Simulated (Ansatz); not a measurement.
C4H8Cl, SMILES [CH2]C(C)(C)Cl, multiplicity 2.

The structure is a stationary point at B3LYP-D3(BJ)/def2-SVP. The isomer is the one that the SMILES or the coordinates give; other isomers of the formula were not compared.

Two levels are set side by side: PBE/def2-TZVPD (Ansatz, a quantum-chemistry and plane-wave program) and PBE0/def2-TZVPD (Ansatz). Energy differences of separate SCF runs at the same geometry; the states with an electron removed or added have multiplicity 1 and 1. Differences are taken from unrounded values.

```csv
quantity,PBE0
vertical ionisation energy (eV),8.83
vertical electron affinity (eV),0.60
```

**Question.** What does PBE give, and how far is it from PBE0? (Estimate from the structure and the level; the computed values follow.)

**Answer.** 
| quantity | PBE | PBE minus PBE0 |
|---|---|---|
| vertical ionisation energy (eV) | 8.62 | -0.21 |
| vertical electron affinity (eV) | 0.80 | 0.20 |
